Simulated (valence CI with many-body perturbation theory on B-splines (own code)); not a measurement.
## Tb XXIV: magnetic and hyperfine properties of the levels

Calculated by relativistic CI+MBPT: six valence electrons over a frozen Dirac-Fock core [Kr], a basis of 7 s, 7 p, 8 d, 6 f, 4 g, 1 h functions for each j, with the one-electron correlation potential Σ1, the two-electron term Σ2, the three-electron term Σ3, Breit, model QED; selected CI, second order for the rest, scaled by the run's own slope (own B-spline code, finite nucleus).

No measured spectrum was set against this ion. As an estimate, terms of the open shell hold to 2 to 4 % of their energy, and close levels can change places. Core correlation moves these levels by up to 9000 cm⁻¹, and in measured spectra 5 to 20 % of such shifts remained as error; rates that hang on mixing are uncertain with them. Among the levels kept, up to 860 cm⁻¹ of a level comes from second order outside the variational space, and about a tenth of that is noise between levels of different J, which matters for small intervals. Only levels of the ground parity were solved; by the run's estimate the other parity begins above the list, which can be wrong where configurations are misplaced.

A/g_I is the dipole constant over the nuclear g factor μ/I (μ in nuclear magnetons, uniformly magnetised nucleus), B/Q the quadrupole constant per barn. Both hold the static response of the core; the bare values leave it out. Large factors of s and p1/2 electrons are usually good to 5 to 10 %; those of open d and f shells near neutrality can be off by tens of per cent, and small factors of p3/2, d and f electrons come from cancelling terms and can be off by a factor of two or in sign, in half-filled shells by more. B is blank for J = 1/2, where it vanishes, and for nearly pure S terms. Energies count from the lowest level. Levels with J = 0 are left out.

Levels are named by their leading jj configuration (3d3/2^4 stands for four electrons in 3d with j = 3/2), which in mixed levels can hold well under half, so a name can repeat and another be missing. Letters in brackets count levels of one name in rising energy.

```csv
Level,E (cm⁻¹),g,A/g_I (MHz),A/g_I bare,B/Q (MHz/b),B/Q bare
(4d3/2^4 4d5/2^2) J=4,0.0,1.347,4020,4520,9600,9170
(4d3/2^4 4d5/2^2) J=2,16838,1.354,4020,4520,-3940,-3740
(4d3/2^3 4d5/2^3) J=3 [a],46242,1.423,2170,2790,1240,1180
(4d3/2^3 4d5/2^3) J=1 [a],56794,1.394,3600,4180,-3420,-3250
(4d3/2^3 4d5/2^3) J=4 [a],59219,1.123,5350,5430,7280,6980
(4d3/2^3 4d5/2^3) J=5,76218,1.126,6160,6250,3950,3800
(4d3/2^3 4d5/2^3) J=6,77502,1.121,6790,6870,-7890,-7560
(4d3/2^3 4d5/2^3) J=2 [a],88401,0.929,8450,8190,-6840,-6530
(4d3/2^3 4d5/2^3) J=3 [b],90900,1.028,7910,7830,4040,3830
(4d3/2^2 4d5/2^4) J=2 [a],105970,1.295,3750,4150,1250,1190
(4d3/2^3 4d5/2^3) J=1 [b],115350,0.960,6170,5960,6040,5770
(4d3/2^3 4d5/2^3) J=4 [b],117030,1.015,7870,7760,-3940,-3780
(4d3/2^3 4d5/2^3) J=2 [b],122380,1.269,3550,3900,7500,7190
(4d3/2^3 4d5/2^3) J=3 [c],127710,1.119,7010,7090,-10100,-9630
(4d3/2^2 4d5/2^4) J=4 [a],131110,1.101,6700,6750,209,229
(4d3/2^2 4d5/2^4) J=5,139370,1.103,6980,7030,-6230,-5940
(4d3/2^2 4d5/2^4) J=3 [a],140810,1.165,4860,5030,-6070,-5810
(4d3/2^2 4d5/2^4) J=6,150120,1.041,7720,7660,-9620,-9180
(4d3/2^2 4d5/2^4) J=3 [b],150630,0.936,9170,8920,863,833
(4d3/2^2 4d5/2^4) J=1,163030,1.140,6860,6970,-2220,-2120
(4d3/2^2 4d5/2^4) J=4 [b],168790,1.055,7900,7870,-274,-270
(4d3/2^2 4d5/2^4) J=2 [b],168820,1.053,7650,7610,-5740,-5510
(4d3/2^2 4d5/2^4) J=2 [c],193700,0.807,11000,10500,-2050,-1950
(4d3/2 4d5/2^5) J=1,195430,1.499,-1320,-561,-2200,-2100
(4d3/2^2 4d5/2^4) J=4 [c],198860,1.171,5650,5830,-8590,-8200
(4d3/2 4d5/2^5) J=4,230010,1.023,7820,7720,-6280,-5980
(4d3/2 4d5/2^5) J=2,237590,1.274,4560,4910,-9230,-8850
(4d3/2 4d5/2^5) J=3,240910,1.066,7270,7250,-11100,-10600
(4d3/2^2 4d5/2^4) J=2 [d],246530,1.001,8250,8110,9560,9160
```

(1) Take the isotope of mass number 159, with I = 3/2, μ = 2.009 μN and Q = 1.432 b. What is the hyperfine structure of (4d3/2^3 4d5/2^3) J=6?

## Answers

(1) From the table A = 9100 MHz, B = -11300 MHz. Shifts from the centre of gravity in MHz: F = 9/2: -100000, F = 11/2: -42900, F = 13/2: 17900, F = 15/2: 79100.
